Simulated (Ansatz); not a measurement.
Geometry optimisation, Ansatz, RKS PBE/def2-SVP.

input.yaml

```yaml
crystal:
  periodic: [false, false, false]
  atoms:
    - { symbol: Sn, position_ang: [0.0, 0.0, 0.0] }
    - { symbol: Cl, position_ang: [0.0, 0.0, 2.76] }
    - { symbol: H, position_ang: [1.6408, 0.0, -0.5794] }
    - { symbol: H, position_ang: [-0.8195, 1.4198, -0.5794] }
    - { symbol: H, position_ang: [-0.8195, -1.4198, -0.5794] }
    - { symbol: O, position_ang: [-2.1447, 0.0, 0.7126] }
    - { symbol: H, position_ang: [-2.6898, -0.6297, 0.1413] }
    - { symbol: H, position_ang: [-1.5115, 0.0, 1.9362] }
basis:
  gaussian: { orbitals: def2-SVP }
hamiltonian:
  xc: pbe
relax:
  f_tol: 0.15
  max_steps: 25
  restrain:
    - { distance: [0, 5], at: 1.96, k: 30.0 }
    - { distance: [7, 1], at: 1.37, k: 30.0 }
    - { distance: [0, 1], at: 3.61, k: 30.0 }
    - { distance: [7, 5], at: 2.21, k: 30.0 }
output:
  orbitals: {}
```

Run as:

```bash
$ ansatz run input.yaml --threads 1 --pin off --max-ram 2048MiB --backend cpu --events-out ev --progress --plain --runs-dir out
```

Q: Where does it end, and by what steps?

A: The run converged. The restraints hold the end off the free minimum. After 9 steps the energy has fallen by 1.480 eV (the restraints' own energy left out); H3 moved furthest, 1.18 Å. Parted: Sn1–Cl2 (2.76 → 3.62 Å).

```csv
step,energy less start (eV),largest force component (eV/Å),accepted
0,0.0000,2.109,yes
1,0.4193,2.284,yes
2,0.5245,2.085,yes
3,-0.0208,1.453,yes
4,-0.5542,1.373,yes
5,-0.9404,1.271,yes
6,-1.1971,1.129,yes
7,-1.3781,1.028,yes
8,-1.4577,0.935,yes
9,-1.4803,0.928,yes
```

```xyz
8
Properties=species:S:1:pos:R:3
Sn -0.443 0.022 -0.506
Cl 0.074 -0.008 3.079
H 1.006 -0.121 0.406
H -0.532 1.523 -1.354
H -0.638 -1.346 -1.558
O -2.101 0.037 0.595
H -2.544 -0.829 0.568
H -1.166 0.092 2.582
```

The run took 22 s on 1 thread of AMD EPYC 7R43 64-Core Processor (Zen 3), with other jobs on the host, peak memory 0.14 GiB.
